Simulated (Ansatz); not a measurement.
CCl3NOTi, SMILES `O=C=[N][Ti]([Cl])([Cl])[Cl]`, relaxed with RKS PBE-D4/def2-SVP in Ansatz 0.2.0 from a rough embedded geometry. The force threshold is 0.03 eV/Å; the program also tests the step.

Total charge 0; spin multiplicity 1.

Start:

```xyz
7

O     2.349    1.780    0.832
C     1.706    0.970    0.102
N     1.091    0.142   -0.645
Ti   -0.733   -0.528   -0.255
Cl   -1.504   -2.010   -1.840
Cl   -2.245    1.282   -0.034
Cl   -0.664   -1.636    1.840
```

Q: How much energy does the relaxation release, and in how many steps? (An estimate is asked.)

A: The calculation gave: 1.25 eV, in 12 steps, 3 of them rejected.

Q: Which bonds change most? (Estimate.)

A: Computed: Ti4–Cl7 from 2.371 to 2.180 Å; Ti4–Cl6 from 2.369 to 2.180 Å; N3–Ti4 from 1.982 to 1.855 Å; Ti4–Cl5 from 2.303 to 2.180 Å.

Q: Give the relaxed structure. (Estimate.)

A: The calculation gave: 
```xyz
7

O     2.821    1.591    0.145
C     1.800    1.008    0.081
N     0.739    0.401    0.011
Ti   -0.883   -0.498   -0.045
Cl   -0.948   -1.710   -1.855
Cl   -2.492    0.973   -0.059
Cl   -1.037   -1.766    1.721
```
